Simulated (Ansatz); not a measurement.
Cost and result for the atomization energy of `[Cl][Ga]1[O][SiH2]1` (6 atoms, 6 bonds).

Z-matrix (Å, degrees):
```
Si
Ga 1 2.293
O 1 1.622 2 56.4
H 1 1.486 2 121.4 3 -107.1
H 1 1.486 2 121.4 3 107.1
Cl 2 2.124 1 159.1 3 0.0
```

Total charge 0; spin multiplicity 1. Correlated methods include outer-core shells of Ga, which these sets cover unevenly. Scalar relativity is left out up to krypton. The geometry is a stationary point of PBE0-D4/def2-TZVP. Program: Ansatz. All runs use 2 threads of an Arm Neoverse V1 on a shared host. Times are those of one run each, without the atoms' runs, and a repeat can differ threefold. Electronic energies, without spin–orbit coupling; frozen cores. CCSD(T)/CBS adds CCSD(T) − MP2 in def2-TZVPP to the MP2 limit, and its time is that of the two runs behind it. T1 = 0.015. With those shells the extrapolation isn't a true limit. HSE06 is the plane-wave form, built on full-range PBE exchange.

CCSD(T)/CBS is a level of theory with its own doubt, some kJ/mol a heavy atom from the limit and from the frozen cores, so smaller differences don't rank the functionals.

| level | functions | wall time | atomization (kcal/mol) | difference from CCSD(T)/CBS | per bond |
| --- | --- | --- | --- | --- | --- |
| LDA (SPW92)/def2-TZVPP | 191 | 1.8 s | 502.1 | 66.0 | 11.0 |
| revPBE-D4/def2-TZVPP | 191 | 2.9 s | 424.8 | -11.3 | -1.9 |
| PBE0-D4/def2-TZVPP | 191 | 4.4 s | 427.4 | -8.7 | -1.5 |
| CCSD(T)/def2-SVP | 92 | 4.6 s | 392.9 | -43.2 | -7.2 |
| BHLYP-D4/def2-TZVPP | 191 | 4.7 s | 410.4 | -25.7 | -4.3 |
| HSE06-D4/def2-TZVPP | 191 | 5.5 s | 427.9 | -8.2 | -1.4 |
| B2PLYP/def2-TZVPP | 191 | 7.5 s | 425.2 | -10.9 | -1.8 |
| PBE-QIDH/def2-TZVPP | 191 | 7.5 s | 429.3 | -6.8 | -1.1 |
| r2SCANh-D4/def2-TZVPP | 191 | 8.5 s | 433.3 | -2.8 | -0.5 |
| ωB97M-V/def2-TZVPP (with forces) | 191 | 16 s | 431.9 | -4.2 | -0.7 |
| MP2/def2-QZVPP | 346 | 23 s | 445.7 | 9.6 | 1.6 |
| CCSD(T)/def2-TZVPP | 191 | 92 s | 421.7 | -14.4 | -2.4 |
| CCSD(T)/CBS(def2) | – | 110 s | 436.1 | 0.0 | 0.0 |

From BLYP to BHLYP (50 % exact exchange), in def2-TZVPP and without D4, the atomization energy moves by −13.9 kcal/mol: exact exchange takes away binding that semilocal exchange gives to molecules. At CCSD(T), def2-SVP lies −43.3 kcal/mol from the extrapolated value and def2-TZVPP −14.4 kcal/mol: correlation converges slowly with the basis, and small sets miss more of it in the bonded molecule than in its fragments. Leaving LDA and LC-ωPBE aside and taking each functional with its dispersion term where it has one, the values, not all of them listed here, spread over 28.1 kcal/mol, from BHLYP-D4 to r2SCAN-D4. LDA lies +67.2 kcal/mol from PBE without D4, its usual overbinding.
